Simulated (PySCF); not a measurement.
Screening by computed properties: pick the candidate that meets the target.

Each SMILES stands for a single optimised conformer of the isolated species, non-relativistic unless stated. Electronic properties by PySCF.

The conformers computed, where there is a choice (atom-mapped SMILES and torsion angles):
- `[CH2:1]=[CH:2][CH2:3][SiH2:4][O:5][CH3:6]`: C1–C2–C3–Si4 111°, C2–C3–Si4–O5 60°, C3–Si4–O5–C6 -177°
- `[SiH3:1][O:2][CH2:3][CH:4]1[CH2:5][CH2:6]1`: Si1–O2–C3–C4 -179°, O2–C3–C4–C5 -81°
- `[CH2:1]=[CH:2][O:3][SiH:4]([CH3:5])[CH3:6]`: C1–C2–O3–Si4 164°, C2–O3–Si4–C5 -79°
- `[CH2:1]=[CH:2][CH2:3][CH2:4][O:5][SiH3:6]`: C1–C2–C3–C4 124°, C2–C3–C4–O5 62°, C3–C4–O5–Si6 -170°

The conformers of `O[SiH]1CCCC1`, `C[C@@H]1CCO[SiH2]1` and `C#C[P+]1([AlH3-])CCOCC1` aren't listed.

Question: Wanted: lowest singlet excitation between 6.5 eV and 6.7 eV (TDDFT B3LYP/def2-SVPD) and HOMO–LUMO gap above 7.5 eV (B3LYP/def2-SVPD), at PBE0-D3(BJ)/def2-SVP geometries. Which candidate meets both?
A. `C1OCC[P+](C#C)(C1)[AlH3-]`
B. `C=CC[SiH2]OC`
C. `O[SiH]1CCCC1`
D. `C[C@@H]1CCO[SiH2]1`
E. `[SiH3]OCC1CC1`

Answer: D. Computed values:
| species | lowest singlet excitation | HOMO–LUMO gap |
| --- | --- | --- |
| C1OCC[P+](C#C)(C1)[AlH3-] | 5.23 eV | 6.17 eV |
| C=CC[SiH2]OC | 6.28 eV | 6.73 eV |
| O[SiH]1CCCC1 | 6.45 eV | 7.42 eV |
| C[C@@H]1CCO[SiH2]1 | 6.60 eV | 7.65 eV |
| [SiH3]OCC1CC1 | 6.73 eV | 7.82 eV |

Question: Wanted: electronic spatial extent ⟨r²⟩ about the centre of nuclear charge above 1100 bohr² (B3LYP/def2-SVPD) and smallest rotational constant below 1.2 GHz (PBE0-D3(BJ)/def2-SVP), at PBE0-D3(BJ)/def2-SVP geometries. Which candidate meets both?
A. `C=CO[SiH](C)C`
B. `O([SiH3])CCC=C`
C. `C=CC[SiH2]OC`
D. `C1CC1CO[SiH3]`

Answer: B. Computed values:
| species | electronic spatial extent ⟨r²⟩ about the centre of nuclear charge | smallest rotational constant |
| --- | --- | --- |
| C=CO[SiH](C)C | 968 bohr² | 1.328 GHz |
| C=CC[SiH2]OC | 1028 bohr² | 1.226 GHz |
| C1CC1CO[SiH3] | 1082 bohr² | 1.122 GHz |
| O([SiH3])CCC=C | 1129 bohr² | 1.064 GHz |

Question: Wanted: HOMO energy below -7.6 eV (B3LYP/def2-SVPD) and static isotropic polarisability below 80 au (B3LYP/def2-SVPD), at PBE0-D3(BJ)/def2-SVP geometries. Which candidate meets both?
A. `[SiH3]OCC1CC1`
B. `C1COCC[P+]1(C#C)[AlH3-]`
C. `O[SiH]1CCCC1`
D. `CO[SiH2]CC=C`

Answer: A. Computed values:
```csv
species,HOMO energy,static isotropic polarisability
[SiH3]OCC1CC1,-7.77 eV,79.0 au
O[SiH]1CCCC1,-7.47 eV,75.3 au
C1COCC[P+]1(C#C)[AlH3-],-7.33 eV,133.0 au
CO[SiH2]CC=C,-6.93 eV,83.0 au
```
